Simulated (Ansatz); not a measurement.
Basis sets compared for Zn13H30S13. Charge 0, multiplicity 1. Geometry PBE-D4/def2-SVP. Ansatz on 11 threads of AMD EPYC 7R13 on a shared host and a whole NVIDIA H100 80GB HBM3; times are rough, and most runs start from earlier orbitals.

Cartesian coordinates in Å:
```
Zn 0.0066 3.1012 1.0827
Zn -3.3007 2.5386 -2.4289
Zn -1.0711 4.0947 -2.5081
Zn 2.5039 1.6802 -1.3031
Zn -0.8358 1.0142 -4.1340
Zn -3.2732 0.6505 2.7707
Zn -0.4663 0.7179 4.8450
Zn 2.3788 0.4502 2.2213
Zn -1.4450 -1.7503 4.2530
Zn -0.5450 -0.5833 -0.2230
Zn 2.6986 -2.9786 -2.6615
Zn 2.2386 -3.6677 0.5965
Zn 4.4998 -1.6403 -1.1242
S -2.0270 3.2620 -0.3342
S -1.3378 2.0357 2.9358
S -4.4411 1.1565 0.5079
S 0.9609 1.0279 0.3933
S -1.8988 0.3308 -1.9977
S 0.6784 2.3838 -2.8999
S 2.8379 -0.4278 -2.5735
S 0.2373 -1.3329 -4.4146
S -1.8771 -1.1106 1.7173
S 0.9105 -0.9906 3.6128
S 3.3082 -1.5836 1.0483
S 0.3207 -3.9815 2.3174
S 0.7115 -2.5002 -0.9736
H 0.7130 4.4448 1.4296
H -4.8425 2.3374 -2.4193
H -0.7357 5.6106 -2.6352
H -2.1974 3.1950 -3.4974
H 3.7355 2.6278 -1.2043
H -1.6039 1.2428 -5.4747
H -4.4551 0.3761 3.7543
H 0.1705 1.4335 6.0735
H -1.9136 -0.2631 4.8514
H 3.4072 1.3325 2.9885
H -1.7577 -3.2315 4.6084
H 2.2801 -3.7294 -3.9571
H 2.7968 -5.1109 0.3839
H 5.9987 -1.2255 -1.2139
H 3.8387 -3.2225 -1.4656
H -2.3758 4.5453 -0.0379
H -1.7944 3.0916 3.6638
H -4.9248 2.4136 0.7026
H -5.5901 0.5851 0.9869
H -2.7867 -0.6419 -2.3401
H 1.3391 3.0516 -3.8852
H 3.8733 -0.0235 -3.3614
H 1.2635 -1.0859 -5.2738
H -0.6287 -1.5934 -5.4433
H -2.7569 -2.0723 1.3264
H 1.7096 -1.0871 4.7121
H 4.3649 -1.9578 1.8208
H 0.9995 -4.1791 3.4804
H 0.3048 -5.3225 2.0394
H -0.2047 -3.4379 -1.3386
```

Single mean-field runs in def2-SVP, def2-TZVP are fitted with def2-universal-jkfit.

Binding counts from free atoms (Zn singlet, S triplet, H doublet) in the same basis, without a counterpoise term.

| level | functions | energy (Eh) | HOMO (eV) | LUMO (eV) | binding per atom (eV) | wall time |
| --- | --- | --- | --- | --- | --- | --- |
| PBE-D4/def2-SVP | 787 | -28316.4712 | -5.90 | -2.08 | 2.43 | 8.5 s |
| PBE0-D4/def2-SVP | 787 | -28317.3249 | -7.09 | -1.29 | 2.42 | 8.5 s |

Estimate the rows for PBE-D4/def2-TZVP (with forces), PBE0-D4/def2-TZVP.


```
                         level  functions  energy (Eh)  HOMO (eV)  LUMO (eV)  binding per atom (eV)  wall time
PBE-D4/def2-TZVP (with forces)       1285  -28321.7006      -6.23      -2.55                   2.34       11 s
             PBE0-D4/def2-TZVP       1285  -28322.3936      -7.38      -1.78                   2.35       15 s
```
